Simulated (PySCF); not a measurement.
Give a PBE0-D3(BJ)/def2-SVP geometry of `[CH3][Pt-2]([CH3])([CH3])([CH3])([CH3])[CH3]` ([PtMe6]2-). (Charge -2 and singlet state.)

```
atom  x, y, z in Å
Pt1   -0.0055   -0.0029   -0.0017
C2    -0.0028   -0.0175    2.1310
H3     0.6931    0.7436    2.5466
H4     0.3156   -0.9980    2.5483
H5    -1.0041    0.2011    2.5634
C6    -0.0087    0.0159   -2.1342
H7    -0.3794    0.9795   -2.5475
H8    -0.6625   -0.7795   -2.5542
H9     1.0032   -0.1457   -2.5667
C10    2.1268   -0.0116    0.0097
H11    2.5402   -0.7183   -0.7427
H12    2.5460   -0.3160    0.9937
H13    2.5591    0.9863   -0.2243
C14   -2.1380    0.0070   -0.0144
H15   -2.5733   -0.9855    0.2363
H16   -2.5548    0.2953   -1.0044
H17   -2.5520    0.7285    0.7237
C18   -0.0050    2.1301   -0.0033
H19    0.2597    2.5574    0.9889
H20   -0.9949    2.5559   -0.2784
H21    0.7289    2.5425   -0.7301
C22    0.0003   -2.1345    0.0039
H23   -0.7778   -2.5480    0.6824
H24    0.9714   -2.5539    0.3467
H25   -0.1954   -2.5679   -1.0016
```

Any rigid rotation of these coordinates is as good. Atoms count from 1 in this order. Pt1 (platinum bonded to 6 C) is octahedral (the three widest angles are 180.0°, 179.9° and 179.8°, the others run from 89.5° to 90.7°). Of the pairs four or more bonds apart, H8···H25 is among the closest relative to their van der Waals radii: 2.41 Å, 101 % of the sum of Bondi's values. All 6 C–Pt bonds measure 2.132 to 2.133 Å.

Bonds between heavy atoms (Å): Pt1–C2 2.133, Pt1–C6 2.133, Pt1–C10 2.132, Pt1–C14 2.133, Pt1–C18 2.133, Pt1–C22 2.132.

Computed with PySCF, PBE0-D3(BJ)/def2-SVP geometry optimisation, gas phase, def2 core potentials past Kr.

Point group: near S6, missed by 0.12 Å at most; the miss may be what the optimiser left on a soft mode (Ci holds within 0.08 Å). Not checked by PBE0-D3(BJ)/def2-SVP frequencies. Whether so highly charged an anion holds all its electrons in the gas phase wasn't checked; a finite basis holds them in any case. The ion is multiply charged and computed without counter-ions or solvent. The geometry's basis has no diffuse functions, a weakness for an anion.
